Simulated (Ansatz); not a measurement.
`[O]=[Nb]([OH])([F])[F]`. Total charge 0; spin multiplicity 1. Correlated methods include outer-core shells of Nb, which these sets cover unevenly. Nb takes the def2 core potential.

Cartesian coordinates in Å:
```
O -0.320 1.148 1.308
Nb -0.132 -0.231 0.355
O 0.455 0.313 -1.344
F 1.144 -1.333 1.155
F -1.786 -1.085 0.222
H 0.640 1.187 -1.695
```

Problem. Give the diagnostics of a CCSD(T)/def2-TZVPP run (frozen core, the Gaussian-basis code of Ansatz). (Best estimate.)

Solution. Ansatz gave: T1 = 0.0218, largest single amplitude 0.040, largest double 0.040, (T) share of the correlation energy 4.5 %, 12 CCSD cycles. The RHF solution is stable towards an unrestricted one. T1 lies over the customary mark of 0.02 for closed shells; compounds of d metals often pass it without a breakdown.
